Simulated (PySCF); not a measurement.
A structure optimised at TPSSh-D3(BJ)/def2-TZVP, used in a PySCF frequency run:

```xyz
5

N     -0.0940    -1.0813     0.0000
C      0.4086     0.1600     0.0000
O     -0.1528     1.2161     0.0000
H     -1.0957    -1.2461     0.0000
H      0.5245    -1.8731     0.0000
```
Charge 0, spin multiplicity 2.

Problem. Write its SMILES, formula and point group.

Solution. N[C]=O, CH2NO, Cs

Problem. What are its rotational constants (standard atomic weights)?

Solution. 127.04, 11.172, 10.269 GHz
